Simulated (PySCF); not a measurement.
C3H8BNO, SMILES O1CB(NC)C1. Geometry optimised at PBE0-D3(BJ)/def2-SVP. The structure was generated by enumeration, and PubChem lists no compound with its InChIKey, so it may never have been made. The values are those of a single conformer.

Level of theory: PBE0-D3(BJ)/def2-SVP run with PySCF.

Harmonic wavenumbers (cm⁻¹): 91, 149, 173, 183, 336, 433, 593, 595, 739, 806, 922, 978, 1001, 1073, 1103, 1142, 1155, 1170, 1174, 1251, 1266, 1384, 1435, 1447, 1462, 1465, 1482, 1633, 3011, 3024, 3039, 3060, 3063, 3113, 3169, 3632. Rotational constants (GHz): 9.258, 2.148, 1.803; symmetry number 1.

Work out the zero-point energy and the ideal-gas rigid-rotor harmonic-oscillator thermochemistry at 298.15 K and 1 atm.

ZPE = ½ Σ hcν = ½ × 51755 cm⁻¹ = 309.56 kJ/mol. H − E(el) = 330.16 kJ/mol. Entropy in J/(mol K): translation 164.14, rotation 111.28, vibration 64.00, total 339.43. G − E(el) = 228.96 kJ/mol. Cp = 107.63 J/(mol K). Modes under 150 cm⁻¹ make the vibrational entropy uncertain.
